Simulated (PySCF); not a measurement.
## How the method changes the constants of TeC

State: ¹Σ⁺ (singlet), closed shell. Set-up: PySCF, scalar-relativistic core potentials, basis sets Te def2-SVPD with ECP28, C def2-SVPD. De refers to Te + C in their high-spin ground configurations, without counterpoise correction. A positive dipole means Te(−)C(+).

```
      Level  Re (Å)  ωe (cm⁻¹)  De (eV)  μ (D)  CPU s a point (SCF and correlation, without the integrals)
        RHF   1.873        958     1.33  -2.39                                                       0.096
    RHF-MP2   1.903        894     4.69    n/a                                                        0.15
RHF-SCS-MP2   1.902        895     4.45    n/a                                                         n/a
   RHF-CCSD   1.902        882     3.97    n/a                                                         n/a
RHF-CCSD(T)   1.924        823     4.44    n/a                                                         2.9
        PBE   1.916        843     5.34  -2.66                                                        0.72
     PBEsol   1.908        855     5.66  -2.67                                                        0.53
     r²SCAN   1.903        873     4.69  -2.67                                                         1.1
    r²SCANh   1.895        891     4.48  -2.68                                                         1.4
       PBE0   1.891        900     4.64  -2.71                                                         1.3
    r²SCAN0   1.884        915     4.16  -2.70                                                         1.1
      ωB97X   1.873        945     4.45  -2.89                                                        0.86
```

**Question.** Which functional lies closest to RHF-CCSD(T) in De, which farthest, and by how much do they differ from it?

**Answer.** Closest is ωB97X (-5.1 pm in Re, +14.8 % in ωe, +0.01 eV in De against RHF-CCSD(T) in the same basis), farthest PBEsol (-1.6 pm in Re, +3.9 % in ωe, +1.22 eV in De). CCSD(T) converges more slowly with the basis than the functionals do and binds too weakly in this one, so the order can change at the basis-set limit.

**Question.** What does a quarter of exact exchange do here, going from PBE to PBE0?

**Answer.** PBE0 less PBE: -2.5 pm in Re, +6.8 % in ωe, -0.70 eV in De. Exact exchange removes part of the self-interaction that spreads semilocal densities, and in most molecules shortens and stiffens the bond and lowers De; so it does here.

**Question.** What does a quarter of exact exchange do here, going from r²SCAN to r²SCAN0?

**Answer.** r²SCAN0 less r²SCAN: -1.9 pm in Re, +4.8 % in ωe, -0.53 eV in De. Exact exchange removes part of the self-interaction that spreads semilocal densities, and in most molecules shortens and stiffens the bond and lowers De; so it does here.

Correlated steps freeze 5 core orbitals. Correlated levels converge slowly with the basis: in double zeta they bind strong bonds too weakly, by up to about 1 eV, and carry superposition errors of some tenths. These are scalar-relativistic numbers at best; spin–orbit coupling would shift them, the dissociation energy most. Where the molecule has an RHF reference, its open-shell atoms are computed with UHF. The CCSD T1 diagnostic is raised, a sign that a single reference may not be enough here.

The whole job (state search and all levels along the bond) took about 2.6 min on 1 thread of Arm Neoverse V1 (shared host), peak memory 0.73 GiB.
